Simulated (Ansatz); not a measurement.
TiSi₅: single points at one geometry.

```yaml
crystal:
  periodic: [false, false, false]
  atoms:
    - {symbol: Ti, position_ang: [-0.306596, -0.786499, 2.341897]}
    - {symbol: Si, position_ang: [1.857604, 0.013666, 1.303718]}
    - {symbol: Si, position_ang: [3.131268, -1.886353, 0.557412]}
    - {symbol: Si, position_ang: [-0.210980, 0.239329, 0.142549]}
    - {symbol: Si, position_ang: [1.704092, -2.056137, 2.565363]}
    - {symbol: Si, position_ang: [0.734012, -1.939206, 0.342061]}
basis:
  gaussian: {orbitals: def2-SVP, initial_orbitals: start.molden}
hamiltonian: {xc: {name: LC-wPBE, parameters: {omega: 0.3/bohr}}}
scf: {omitted_lower_state_checks: [starts]}
output: {orbitals: {seedname: orbitals}}
```

The file start.molden holds the orbitals of an earlier run on this structure, at another level or in another basis.

```sh
$ ansatz run in.yaml --threads 4 --pin off --events-out ev --progress --plain --max-ram 4787MiB
```

Shortened log:

```
Functional definition: LC-wPBE
1360 factors; their error is unknown
419 factors; integrals over basis functions are off by at most 3.3e-5 eV
mean field evaluation 1: about -62464.8057 eV, gradient 8.6e0 eV
mean field evaluation 2: about -62465.0376 eV, gradient 3.0e-1 eV
mean field evaluation 4: about -62464.8902 eV, gradient 1.3e-1 eV
mean field evaluation 8: about -62464.8902 eV, gradient 2.7e-5 eV
mean field -62464.89022778 eV, -2295.5423756476 hartree, gradient 2.7e-5 eV, S^2 0.000000; 0 other end points of the search recorded, 0 dependent functions left out
reference -62464.89022779 eV, -2295.5423756481 hartree; 46, 46 occupied and 75, 75 virtual orbitals, 1360 factors
Total energy: -62464.89022779 eV, -2295.5423756481 hartree
Checks for a lower state left out: starts
```

It took 3.5 s on 4 threads of Arm Neoverse V1 on a shared host.

The first input with `hamiltonian: {xc: {name: LC-wPBE, parameters: {omega: 0.2/bohr}}}` (abridged; 3.1 s):

```
Functional definition: LC-wPBE
mean field -62464.95632910 eV, -2295.5448048262 hartree, gradient 2.0e-5 eV, S^2 0.000000
Total energy: -62464.95632912 eV, -2295.5448048271 hartree
Checks for a lower state left out: starts
```

As the first input, with `gaussian: {orbitals: def2-TZVPD, initial_orbitals: start.molden}`, `hamiltonian: {xc: pbe0, dispersion: d4}` (abridged; 11 s):

```
Functional definition: PBE0
mean field -62480.53817006 eV, -2296.1174269197 hartree, gradient 1.9e-5 eV, S^2 0.000000
Total energy: -62480.95253488 eV, -2296.1326545460 hartree
Checks for a lower state left out: starts
```

First input, but with `gaussian: {orbitals: def2-TZVPD, initial_orbitals: start.molden}`, `hamiltonian: {xc: r2scan, dispersion: d4}` (abridged; 14 s):

```
Functional definition: r2SCAN
mean field -62498.45536116 eV, -2296.7758715479 hartree, gradient 2.8e-5 eV, S^2 0.000000
Total energy: -62498.54538970 eV, -2296.7791800357 hartree
Checks for a lower state left out: starts
```

First input, but with `gaussian: {orbitals: def2-TZVP, initial_orbitals: start.molden}`, `hamiltonian: {xc: {name: LC-wPBE}}` (abridged; 11 s):

```
Functional definition: LC-wPBE
mean field -62482.07303229 eV, -2296.1738320664 hartree, gradient 6.6e-5 eV, S^2 0.000000
Total energy: -62482.07303229 eV, -2296.1738320665 hartree
Checks for a lower state left out: starts
```

First input, but with `hamiltonian: {xc: pbe0, dispersion: d4}` (abridged; 3.2 s):

```
Functional definition: PBE0
mean field -62463.93122961 eV, -2295.5071331150 hartree, gradient 2.7e-5 eV, S^2 0.000000
Total energy: -62464.34559453 eV, -2295.5223607450 hartree
Checks for a lower state left out: starts
```

First input, but with `hamiltonian: {xc: {name: LC-wPBE, parameters: {omega: 0.1/bohr}}}` (abridged; 4.3 s):

```
Functional definition: LC-wPBE
mean field -62464.98326921 eV, -2295.5457948571 hartree, gradient 1.9e-5 eV, S^2 0.000000
Total energy: -62464.98326932 eV, -2295.5457948612 hartree
Checks for a lower state left out: starts
```

Geometry: r2SCAN-D4/def2-SVP.

LC-ωPBE has ω = 0.4 bohr⁻¹. The structure comes from a short search, and lower isomers may exist.
